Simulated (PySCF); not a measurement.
Computed shifts of a molecule C2H4FNOSi, PBE/pcSseg-1 (PySCF), GIAO, gas phase, atoms alike by connectivity averaged where their shifts nearly agree, in ppm (number of nuclei): ¹³C: 125.0 (1), 84.4 (1). ¹⁵N: 40.1 (1). ²⁹Si: -52.5 (1). ¹⁹F: -318.4 (1). ¹H: 5.41 (1), 5.22 (1), 5.10 (1), 4.86 (1). References: ¹⁷O against H2O (σ = 334.3 ppm); ¹³C against TMS (σ = 182.0 ppm); ¹⁵N against NH3 (σ = 267.0 ppm); ²⁹Si against TMS (σ = 335.4 ppm); ¹⁹F against CFCl3 (σ = 133.6 ppm); ¹H against TMS (σ = 31.49 ppm), references at their B3LYP-D3(BJ)/def2-TZVP geometries, non-relativistic. The structure is a stationary point at B3LYP-D3(BJ)/def2-SVP. Other conformers were not sampled.

Problem. Which structure fits?
(A) F[Si@@H]1C=NCO1
(B) C[Si@@H](F)OC#N
(C) F[SiH2][C@H]1N=CO1
(D) O=C=N[SiH2]CF

Solution. D, O=C=N[SiH2]CF
